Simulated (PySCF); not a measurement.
```xyz
3
charge 0 multiplicity 1, angstrom
Se    0.0000    0.0000   -0.2520
O     1.3500    0.0000    0.6288
O    -1.3500    0.0000    0.6288
```

All numbers come from B3LYP in PySCF with Se def2-TZVP, O def2-TZVP; no relativity; density-fitted integrals.

This geometry of SeO2 is a stationary point at this level.

**Question.** What is the point group?

**Answer.** C2v.

**Question.** Is it a minimum?

**Answer.** Yes: all harmonic wavenumbers are real.

**Question.** Give the atomic charges and bond orders.

**Answer.** 
```tsv
atom	Mulliken	Löwdin	polar tensor	Mayer order to Se1
Se1	0.89	0.66	1.08	–
O2,3	-0.45	-0.33	-0.54	1.82
```

**Question.** What is the atomisation energy, with and without zero-point energy?

**Answer.** 834 kJ/mol without, 820 kJ/mol with.
